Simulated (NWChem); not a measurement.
System: CH4OSi, singlet; SMILES [SiH]OC

Here is an NWChem input.

```
start job
memory heap 200 mb stack 900 mb global 1100 mb
geometry units angstroms noautosym nocenter noautoz
  Si     0.004520     1.237511     0.000000
  H     -1.523319     0.927822     0.000000
  O      0.524170    -0.340099     0.000000
  C     -0.181358    -1.551092     0.000000
  H      0.091597    -2.139776    -0.890777
  H      0.091597    -2.139776     0.890777
  H     -1.274108    -1.385528     0.000000
end
basis spherical
  Si library pcsseg-1
  H library pcsseg-1
  O library pcsseg-1
  C library pcsseg-1
end
dft
  xc kt2
  iterations 150
end
property
  shielding 6 1 2 3 4 5 7
end
task dft property
```

Excerpt of the output:

```
             Northwest Computational Chemistry Package (NWChem) 7.3.0
             --------------------------------------------------------

                             Geometry "geometry" -> ""
                             -------------------------

 Output coordinates in angstroms (scale by  1.889725989 to convert to a.u.)

  No.       Tag          Charge          X              Y              Z
 ---- ---------------- ---------- -------------- -------------- --------------
    1 Si                  14.0000     0.00452000     1.23751100     0.00000000
    2 H                    1.0000    -1.52331900     0.92782200     0.00000000
    3 O                    8.0000     0.52417000    -0.34009900     0.00000000
    4 C                    6.0000    -0.18135800    -1.55109200     0.00000000
    5 H                    1.0000     0.09159700    -2.13977600    -0.89077700
    6 H                    1.0000     0.09159700    -2.13977600     0.89077700
    7 H                    1.0000    -1.27410800    -1.38552800     0.00000000

 Effective nuclear repulsion energy (a.u.)     100.3280280475

                              NWChem Property Module
                              ----------------------

  itol2e modified to match energy
  convergence criterion.

                                 NWChem DFT Module
                                 -----------------

 Summary of "ao basis" -> "ao basis" (spherical)
 ------------------------------------------------------------------------------
       Tag                 Description            Shells   Functions and Types
 ---------------- ------------------------------  ------  ---------------------
 Si                         pcsseg-1                10       24   4s5p1d
 H                          pcsseg-1                 3        5   2s1p
 O                          pcsseg-1                 7       17   3s3p1d
 C                          pcsseg-1                 7       17   3s3p1d

  itol2e modified to match energy
  convergence criterion.

            General Information
            -------------------
          SCF calculation type: DFT
          Wavefunction type:  closed shell.
          No. of atoms     :     7
          No. of electrons :    32
           Alpha electrons :    16
            Beta electrons :    16
          Charge           :     0
          Spin multiplicity:     1
          Use of symmetry is: off; symmetry adaption is: off
          Maximum number of iterations: 150
          AO basis - number of functions:    78
                     number of shells:    36
          Convergence on energy requested:  1.00D-07
          Convergence on density requested:  1.00D-05
          Convergence on gradient requested:  5.00D-04

              XC Information
              --------------
                          KT2 Method XC Functional
                        Slater Exchange Functional  1.072 local
                           KT1 gradient correction  1.000 non-local
            Perdew 1991 LDA Correlation Functional  0.577 local

             Grid Information
             ----------------
          Grid used for XC integration:  fine
          Radial quadrature: Mura-Knowles
          Angular quadrature: Lebedev.
          Tag              B.-S. Rad. Rad. Pts. Rad. Cut. Ang. Pts.
          ---              ---------- --------- --------- ---------
          Si                  1.10      123          11.0       770
          H                   0.35       60          11.0       590
          O                   0.60       70           8.0       590
          C                   0.70       70          10.0       590
          Grid pruning is: on
          Number of quadrature shells:   503
          Spatial weights used:  Erf1

      Superposition of Atomic Density Guess
      -------------------------------------

 Sum of atomic energies:        -403.20738294

      Non-variational initial energy
      ------------------------------

 Total energy =    -404.256579
 1-e energy   =    -754.859802
 2-e energy   =     250.275195
 HOMO         =      -0.235093
 LUMO         =      -0.055059

   convergence    iter        energy       DeltaE   RMS-Dens  Diis-err
 ---------------- ----- ----------------- --------- --------- ---------
 d= 0,ls=0.0,diis     1   -409.4104190980 -5.10D+02  1.53D-02  6.49D-01
 d= 0,ls=0.0,diis     2   -409.1520705933  2.58D-01  1.21D-02  2.83D+00
 d= 0,ls=0.0,diis     3   -409.4477274676 -2.96D-01  3.39D-03  1.86D-01
 d= 0,ls=0.0,diis     4   -409.4653970991 -1.77D-02  1.04D-03  9.85D-03
 d= 0,ls=0.0,diis     5   -409.4664829222 -1.09D-03  2.82D-04  1.18D-03
  Resetting Diis
 d= 0,ls=0.0,diis     6   -409.4666193049 -1.36D-04  1.18D-04  4.59D-05
 d= 0,ls=0.0,diis     7   -409.4666272566 -7.95D-06  4.88D-05  1.61D-06
 d= 0,ls=0.0,diis     8   -409.4666264000  8.57D-07  2.36D-05  9.71D-06
 d= 0,ls=0.0,diis     9   -409.4666274845 -1.08D-06  8.34D-06  1.45D-07
 d= 0,ls=0.0,diis    10   -409.4666275098 -2.54D-08  6.09D-07  3.84D-09

         Total DFT energy =     -409.466627509830
      One electron energy =     -758.204677705283
           Coulomb energy =      289.190123399549
    Exchange-Corr. energy =      -40.780101251645
 Nuclear repulsion energy =      100.328028047549

 Numeric. integr. density =       31.999998520653

                       DFT Final Molecular Orbital Analysis
                       ------------------------------------

 Vector   14  Occ=2.000000D+00  E=-2.816081D-01
              MO Center=  2.9D-01, -6.9D-01,  1.4D-07, r^2= 2.0D+00
   Bfn.  Coefficient  Atom+Function         Bfn.  Coefficient  Atom+Function
  ----- ------------  ---------------      ----- ------------  ---------------
    41      0.384408  3 O  pz                38      0.372919  3 O  pz
    64      0.235079  5 H  s                 69     -0.235079  6 H  s
    35      0.197443  3 O  pz                55     -0.173955  4 C  pz
    16      0.170589  1 Si pz                19      0.125460  1 Si pz
    58     -0.110915  4 C  pz                65      0.100116  5 H  s

 Vector   15  Occ=2.000000D+00  E=-2.768834D-01
              MO Center=  1.1D-01, -4.3D-01, -1.4D-07, r^2= 2.2D+00
   Bfn.  Coefficient  Atom+Function         Bfn.  Coefficient  Atom+Function
  ----- ------------  ---------------      ----- ------------  ---------------
    39      0.368775  3 O  px                36      0.364595  3 O  px
    74      0.252221  7 H  s                 33      0.194031  3 O  px
    15      0.163471  1 Si py                37     -0.141767  3 O  py
    53     -0.139182  4 C  px                75      0.128647  7 H  s
    64     -0.119097  5 H  s                 69     -0.119097  6 H  s

 Vector   16  Occ=2.000000D+00  E=-2.037618D-01
              MO Center= -9.6D-02,  1.4D+00,  6.0D-09, r^2= 2.6D+00
   Bfn.  Coefficient  Atom+Function         Bfn.  Coefficient  Atom+Function
  ----- ------------  ---------------      ----- ------------  ---------------
     4      0.440106  1 Si s                  3      0.385475  1 Si s
    26     -0.320842  2 H  s                 25     -0.312377  2 H  s
    14      0.274044  1 Si px                 2     -0.242111  1 Si s
    15      0.224494  1 Si py                18      0.182669  1 Si py
    17      0.138007  1 Si px                32     -0.130535  3 O  s

 Vector   17  Occ=0.000000D+00  E=-1.052473D-01
              MO Center=  1.0D-02,  1.1D+00, -1.1D-08, r^2= 2.9D+00
   Bfn.  Coefficient  Atom+Function         Bfn.  Coefficient  Atom+Function
  ----- ------------  ---------------      ----- ------------  ---------------
    19      0.620150  1 Si pz                16      0.487292  1 Si pz
    41     -0.267835  3 O  pz                38     -0.200953  3 O  pz
    10     -0.111770  1 Si pz                35     -0.108800  3 O  pz
     7     -0.096328  1 Si pz                65     -0.063522  5 H  s
    70      0.063522  6 H  s                 64     -0.052073  5 H  s

 Vector   18  Occ=0.000000D+00  E=-1.177394D-02
              MO Center=  9.1D-02,  9.5D-01,  5.6D-11, r^2= 4.2D+00
   Bfn.  Coefficient  Atom+Function         Bfn.  Coefficient  Atom+Function
  ----- ------------  ---------------      ----- ------------  ---------------
    17      0.710924  1 Si px                32     -0.631619  3 O  s
    18     -0.603222  1 Si py                26      0.502827  2 H  s
    49     -0.258892  4 C  s                 14      0.255159  1 Si px
    15     -0.241392  1 Si py                75      0.215455  7 H  s
    56      0.193379  4 C  px                57      0.188499  4 C  py

 Vector   19  Occ=0.000000D+00  E= 3.904145D-02
              MO Center= -2.4D-01, -2.0D+00, -1.5D-08, r^2= 4.9D+00
   Bfn.  Coefficient  Atom+Function         Bfn.  Coefficient  Atom+Function
  ----- ------------  ---------------      ----- ------------  ---------------
    49      1.834960  4 C  s                 65     -0.967877  5 H  s
    70     -0.967877  6 H  s                 75     -0.675854  7 H  s
     4     -0.299204  1 Si s                 26      0.259544  2 H  s
    48      0.256202  4 C  s                 57     -0.233357  4 C  py
     3      0.189866  1 Si s                 32     -0.162248  3 O  s

     Multipole analysis of the density
     ---------------------------------

     L   x y z        total         alpha         beta         nuclear
     -   - - -        -----         -----         ----         -------
     0   0 0 0     -0.000000    -16.000000    -16.000000     32.000000

     1   1 0 0     -0.324212     -0.685805     -0.685805      1.047398
     1   0 1 0     -0.564379     -0.811834     -0.811834      1.059290
     1   0 0 1     -0.000000     -0.000000     -0.000000      0.000000

     2   2 0 0    -21.954711    -22.326726    -22.326726     22.698741
     2   1 1 0     -0.344444     -0.707737     -0.707737      1.071030
     2   1 0 1     -0.000000     -0.000000     -0.000000      0.000000
     2   0 2 0    -18.872603    -96.460549    -96.460549    174.048496
     2   0 1 1     -0.000000     -0.000000     -0.000000      0.000000
     2   0 0 2    -18.090383    -11.878773    -11.878773      5.667162

          -----------------------------------------
          Chemical Shielding Tensors (GIAO, in ppm)
          -----------------------------------------

                                NWChem CPHF Module
                                ------------------

  scftype          =     RHF
  nclosed          =       16
  nopen            =        0
  variables        =      992
  # of vectors     =        3
  tolerance        = 0.10D-03
  level shift      = 0.00D+00
  max iterations   =       50
  max subspace     =       30

 SCF residual:    2.2374258253195324E-005

Iterative solution of linear equations
  No. of variables      992
  No. of equations        3
  Maximum subspace       30
        Iterations       50
       Convergence  1.0D-04

   iter   nsub   residual    time
   ----  ------  --------  ---------
     1      3    1.33D-05      20.4

      Atom:    1  Si
        Diamagnetic
    877.5764     -1.9027     -0.0000
     -1.9027    881.5434      0.0000
     -0.0000      0.0000    877.7278

        Paramagnetic
   -911.1204    432.6342     -0.0000
    432.6342  -1055.3533      0.0000
     -0.0000      0.0000   -675.9047

        Total Shielding Tensor
    -33.5441    430.7314     -0.0000
    430.7314   -173.8100      0.0000
     -0.0000      0.0000    201.8231

           isotropic =      -1.8437
          anisotropy =    -807.3556

          Principal Components and Axis System
                 1           2           3
             -540.0807    332.7267    201.8231

      1        -0.6478      0.7618     -0.0000
      2         0.7618      0.6478     -0.0000
      3        -0.0000      0.0000      1.0000

      Atom:    2  H
        Diamagnetic
     36.7285      0.0117      0.0000
      0.0117     25.4395      0.0000
      0.0000      0.0000     22.1619

        Paramagnetic
    -10.9816      3.7681     -0.0000
      3.7681     -5.7899      0.0000
     -0.0000      0.0000     -0.0377

        Total Shielding Tensor
     25.7469      3.7798     -0.0000
      3.7798     19.6497      0.0000
     -0.0000      0.0000     22.1242

           isotropic =      22.5069
          anisotropy =       7.5711

          Principal Components and Axis System
                 1           2           3
               27.5543     22.1242     17.8423

      1         0.9022     -0.0000     -0.4314
      2         0.4314      0.0000      0.9022
      3         0.0000      1.0000     -0.0000

      Atom:    3  O
        Diamagnetic
    387.5743      4.4370      0.0000
      4.4370    421.3343      0.0000
      0.0000      0.0000    382.0761

        Paramagnetic
   -516.0359   -105.0934     -0.0000
   -105.0934   -566.7210     -0.0000
     -0.0000     -0.0000    -18.3434

        Total Shielding Tensor
   -128.4616   -100.6564     -0.0000
   -100.6564   -145.3866     -0.0000
     -0.0000     -0.0000    363.7328

           isotropic =      29.9615
          anisotropy =     500.6569

          Principal Components and Axis System
                 1           2           3
              363.7328   -237.9357    -35.9125

      1        -0.0000      0.6768      0.7361
      2         0.0000      0.7361     -0.6768
      3         1.0000      0.0000      0.0000

      Atom:    4  C
        Diamagnetic
    246.3850      7.1701     -0.0000
      7.1701    255.4761      0.0000
     -0.0000      0.0000    241.8603

        Paramagnetic
   -138.1908     29.6940     -0.0000
     29.6940    -96.5679      0.0000
     -0.0000      0.0000   -182.2268

        Total Shielding Tensor
    108.1943     36.8640     -0.0000
     36.8640    158.9082      0.0000
     -0.0000      0.0000     59.6335

           isotropic =     108.9120
          anisotropy =     104.0733

          Principal Components and Axis System
                 1           2           3
              178.2942     88.8083     59.6335

      1         0.4654      0.8851      0.0000
      2         0.8851     -0.4654     -0.0000
      3         0.0000     -0.0000      1.0000

      Atom:    5  H
        Diamagnetic
     23.3454     -0.3904     -1.8386
     -0.3904     32.1483      7.6473
     -1.8386      7.6473     31.6215

        Paramagnetic
      1.0205      2.0692      2.0506
      2.0692     -2.7332     -5.0740
      2.0506     -5.0740     -6.8563

        Total Shielding Tensor
     24.3659      1.6788      0.2120
      1.6788     29.4151      2.5733
      0.2120      2.5733     24.7653

           isotropic =      26.1821
          anisotropy =       7.1645

          Principal Components and Axis System
                 1           2           3
               30.9584     24.2984     23.2894

      1         0.2398      0.7937      0.5590
      2         0.8936      0.0447     -0.4467
      3         0.3795     -0.6066      0.6985

      Atom:    6  H
        Diamagnetic
     37.9931      1.8072     -0.0000
      1.8072     26.8648      0.0000
     -0.0000      0.0000     21.1246

        Paramagnetic
     -9.5608      0.6239     -0.0000
      0.6239     -1.0094     -0.0000
     -0.0000     -0.0000      5.4506

        Total Shielding Tensor
     28.4323      2.4311     -0.0000
      2.4311     25.8554      0.0000
     -0.0000      0.0000     26.5752

           isotropic =      26.9543
          anisotropy =       4.4114

          Principal Components and Axis System
                 1           2           3
               29.8952     26.5752     24.3924

      1         0.8568      0.0000     -0.5156
      2         0.5156      0.0000      0.8568
      3        -0.0000      1.0000     -0.0000
```

Level: KT2/pcSseg-1, GIAO. Low-valent species are run as closed-shell singlets; no triplet was tried in these runs. Geometry: optimised at PBE0/def2-SVP. The output numbers the shielded atoms by their place in the input's list. The printed shielding anisotropy is the first printed principal value minus the mean of the other two.
